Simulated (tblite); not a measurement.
Compound: C₇H₉O (doublet state).
Numbering: `[CH2:1]=[CH:2][C:3]1=[CH:4][CH2:5][CH2:6][C@@H:7]1[O:8]` (hydrogens: H9, H10 on C1; H11 on C2; H12 on C4; H13, H14 on C5; H15, H16 on C6; H17 on C7)
Bond orders are those of one Lewis drawing.

Computed with GFN2-xTB (tblite), gas phase: L-BFGS steps from a force-field or distance-geometry start until the largest atomic force falls under 0.01 eV/Å.

At the end of the run (lengths in Å): C7–O8 1.310, C3–C7 1.564, C6–C7 1.564, C6–H15 1.090, C3=C4 1.332, C1–H9 1.092, C2–H11 1.085, C2–C3–C7 118.7°, C2–C3–C4 130.4°, C5–C6–C7 105.6°, C3–C4–C5 112.5°, C1–C2–C3–C4 164°, C2–C3–C4–C5 -177°, C3–C4–C5–C6 16°, H15–C6–C5–C4 87°, H15–C6–C7–O8 34°.

Problem. These geometries were met on the way; a selection of coordinates is given. Order them by energy above the end point, lowest first.
A. C7–O8 1.297, C3–C7 1.583, C6–C7 1.576, C6–H15 1.087, C3=C4 1.338, C1–H9 1.079, C2–H11 1.083, C2–C3–C7 123.4°, C2–C3–C4 127.5°, C5–C6–C7 101.3°, C3–C4–C5 111.1°, C1–C2–C3–C4 -178°, C2–C3–C4–C5 179°, C3–C4–C5–C6 28°, H15–C6–C5–C4 68°, H15–C6–C7–O8 53°
B. C7–O8 1.297, C3–C7 1.588, C6–C7 1.574, C6–H15 1.097, C3=C4 1.333, C1–H9 1.077, C2–H11 1.082, C2–C3–C7 121.8°, C2–C3–C4 129.2°, C5–C6–C7 102.2°, C3–C4–C5 112.1°, C1–C2–C3–C4 -179°, C2–C3–C4–C5 -177°, C3–C4–C5–C6 25°, H15–C6–C5–C4 74°, H15–C6–C7–O8 46°
C. C7–O8 1.300, C3–C7 1.548, C6–C7 1.568, C6–H15 1.100, C3=C4 1.333, C1–H9 1.081, C2–H11 1.099, C2–C3–C7 126.5°, C2–C3–C4 124.2°, C5–C6–C7 99.2°, C3–C4–C5 109.8°, C1–C2–C3–C4 180°, C2–C3–C4–C5 180°, C3–C4–C5–C6 32°, H15–C6–C5–C4 61°, H15–C6–C7–O8 56°
D. C7–O8 1.301, C3–C7 1.557, C6–C7 1.570, C6–H15 1.086, C3=C4 1.335, C1–H9 1.089, C2–H11 1.089, C2–C3–C7 121.0°, C2–C3–C4 129.3°, C5–C6–C7 103.1°, C3–C4–C5 112.0°, C1–C2–C3–C4 -177°, C2–C3–C4–C5 -177°, C3–C4–C5–C6 19°, H15–C6–C5–C4 80°, H15–C6–C7–O8 43°
E. C7–O8 1.385, C3–C7 1.491, C6–C7 1.538, C6–H15 1.109, C3=C4 1.349, C1–H9 1.075, C2–H11 1.101, C2–C3–C7 130.0°, C2–C3–C4 121.4°, C5–C6–C7 97.3°, C3–C4–C5 108.2°, C1–C2–C3–C4 180°, C2–C3–C4–C5 180°, C3–C4–C5–C6 33°, H15–C6–C5–C4 61°, H15–C6–C7–O8 57°

Solution. D (0.071 eV), B (0.117 eV), A (0.201 eV), C (0.354 eV), E (0.614 eV).

```
step  E above end (eV)  rms distance from the end, all atoms (Å)  largest force (eV/Å)  rms shift of all bonds from the end (Å)
  16             0.071                                     0.195                 0.240                                    0.004
  12             0.117                                     0.240                 0.341                                    0.009
   5             0.201                                     0.293                 0.382                                    0.008
   1             0.354                                     0.309                 0.788                                    0.009
   0             0.614                                     0.312                 3.628                                    0.028
```

Rows stand in the order of the answer.
